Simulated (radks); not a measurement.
Results of a calculation; reference values are marked as such.
Effect of the nuclear size on neutral europium, [Xe] 4f7 6s2. Level of theory: Dirac Kohn-Sham, PBE, spin-unpolarised, spherical densities, finite nucleus; open shells are shared between the two j in proportion to 2j + 1; Fermi nuclear charge, rms radius 5.1115 fm (a radial shooting solver on a logarithmic mesh with Libxc functionals). The rms radius is varied about that value; shifts are against it.

| rms radius (fm) | total energy shift (eV) | density at nucleus (e/bohr^3) | 1s1/2 shift (meV) | 2s1/2 shift (meV) | 5s1/2 shift (meV) | 5p1/2 shift (meV) | 6s1/2 shift (meV) | 4f7/2 shift (meV) | 6p1/2 (empty) shift (meV) |
|---|---|---|---|---|---|---|---|---|---|
| 4.4981 | -4.24 | 5.977e+05 | -1750 | -224 | -1.64 | 0.218 | -0.065 | 0.340 | 0.069 |
| 4.6975 | -2.91 | 5.914e+05 | -1200 | -153 | -1.12 | 0.149 | -0.045 | 0.233 | 0.047 |
| 5.1115 | 0 | 5.792e+05 | 0.000 | 0.000 | 0.000 | 0.000 | 0.000 | 0.000 | 0.000 |
| 5.4437 | 2.47 | 5.703e+05 | 1020 | 130 | 0.951 | -0.126 | 0.038 | -0.198 | -0.040 |
| 5.8322 | 5.50 | 5.607e+05 | 2270 | 290 | 2.12 | -0.282 | 0.084 | -0.441 | -0.089 |

Slopes of the eigenvalues against <r^2> in GHz/fm^2, as finite differences over the two radii next to the reference (eigenvalue slopes, not the field-shift constants of lines): 1s1/2 70900, 2s1/2 9050, 5s1/2 66.2, 5p1/2 -8.81, 6s1/2 2.64, 4f7/2 -13.8, 6p1/2 (empty) -2.79.
